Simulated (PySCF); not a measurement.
CH2NO, SMILES N=C=[OH+], charge +1.

The structure is a stationary point at B3LYP-D3(BJ)/def2-TZVP. The isomer is the one that the SMILES or the coordinates give; other isomers of the formula were not compared.

Calculation: B3LYP-D3(BJ)/def2-TZVP run with PySCF.

Harmonic, unscaled wavenumbers; measured fundamentals usually lie a few per cent lower.

| mode | ν (cm⁻¹) | IR (km/mol) | moving atoms (share of kinetic energy) |
|---|---|---|---|
| 1 | 342 | 158.6 | H 69 %, N 22 %, C 9 % |
| 2 | 488 | 33.9 | C 59 %, N 22 %, H 14 % |
| 3 | 550 | 138.3 | H 88 % |
| 4 | 555 | 11.2 | C 62 %, H 24 %, O 10 % |
| 5 | 1088 | 265.5 | H 67 %, O 22 %, C 10 % |
| 6 | 1246 | 17.0 | O 46 %, N 33 %, H 16 % |
| 7 | 2494 | 262.9 | C 67 %, N 23 % |
| 8 | 3591 | 680.9 | H 94 % |
| 9 | 3672 | 585.7 | H 87 %, N 11 % |
